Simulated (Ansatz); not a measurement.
Molecule: BiF$_{3}$ (charge 0, singlet). 
Coordinates optimised at B3LYP-D3(BJ)/def2-TZVP (Ansatz, a first-principles code):
```xyz
4

Bi     0.0004    -0.0017     0.2538
F     -1.3717    -1.0299    -0.7847
F     -0.2126     1.7093    -0.7687
F      1.5802    -0.6640    -0.7875
```

Wanted: atomisation energy (electronic, to ground-state atoms), in kJ/mol. Cores are frozen in the correlated levels unless marked. UHF or UKS for open shells. Spin-orbit coupling is left out. The frozen core is the preceding noble-gas configuration, with the filled d and f shells of earlier blocks. In def2 rows, elements after Kr have scalar-relativistic effective core potentials. The coupled-cluster limit lacks core correlation, which all-electron functionals hold. CBS marks a two-point X^-3 extrapolation of the correlation energy; Hartree-Fock from the larger set. The bracket is a focal-point correction in the basis named.

| level | program | atomisation energy (kJ/mol) |
|---|---|---|
| BLYP/def2-TZVPD | Ansatz | 1327.2 |
| PBE0/def2-TZVP | Ansatz | 1215.2 |
| CAM-B3LYP-D3(BJ)/def2-TZVPD | Ansatz + dftd3 | 1272.1 |
| B2PLYP-D4/def2-TZVPD | Ansatz + dftd4 | 1260.4 |

Question: Predict the RI-MP2/CBS(def2-TZVPPD,def2-QZVPPD)+[CCSD(T)-MP2]/def2-TZVPPD result (Ansatz).

Answer: 1257.1 kJ/mol, so B2PLYP-D4/def2-TZVPD differs from it by 3.3 kJ/mol.
